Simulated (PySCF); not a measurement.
## How methods differ on the excitation energy of O

O [He] 2s2 2p4 (3P) → O [He] 2s1 2p5 (3P), as a difference of total energies. Calculation: PySCF 2.14, in aug-cc-pwCVTZ; no relativity, point nucleus. Correlated levels: valence: 1s2 frozen; valence and next inner shell: nothing frozen. The calculations carry no spin-orbit coupling.

| method | excitation energy (eV) |
| --- | --- |
| UHF | 16.872 |
| LDA | 14.307 |
| PBE | 14.506 |
| PBE0 | 15.155 |
| r2SCAN | 15.147 |
| PBEsol | 14.447 |
| TPSSh | 15.252 |
| revPBE | 14.550 |
| wB97M-V | 15.329 |
| MP2 (valence) | 16.025 |
| SCS-MP2 (valence) | 15.961 |
| MP2 (valence and next inner shell) | 15.977 |
| SCS-MP2 (valence and next inner shell) | 15.934 |

Q: How much does correlation contribute at MP2 (valence and next inner shell)?

A: 15.977 − (16.872) = -0.895 eV, measured against UHF.

The upper state lies above the first ionisation limit, where it may autoionise and the basis confines it.
